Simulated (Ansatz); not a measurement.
`C#[C][Zr]([F])([F])[F]` at its PBE0-D4/def2-TZVP geometry, where that method's forces vanish. The species carries charge 0 and has multiplicity 1. Zr takes the def2 core potential.

```xyz
7

C    -1.6241   -0.6644   -1.3675
C    -0.7369   -0.3023   -0.6211
Zr    0.8515    0.3481    0.7169
F     1.7756   -1.1674    1.3667
F     0.0937    1.3030    2.1615
F     2.0441    1.4656   -0.2328
H    -2.4039   -0.9826   -2.0236
```

Q: What forces (eV/Å) does r2SCAN-D4/def2-TZVPP give on these atoms in the Gaussian-basis code of Ansatz? (Best estimate.)

A: The calculation gave: 
```
C1  -0.315 -0.129 -0.265
C2   0.216  0.088  0.182
Zr3 -0.046 -0.019 -0.039
F4   0.073 -0.112  0.052
F5  -0.053  0.073  0.111
F6   0.093  0.085 -0.068
H7   0.032  0.013  0.027
```
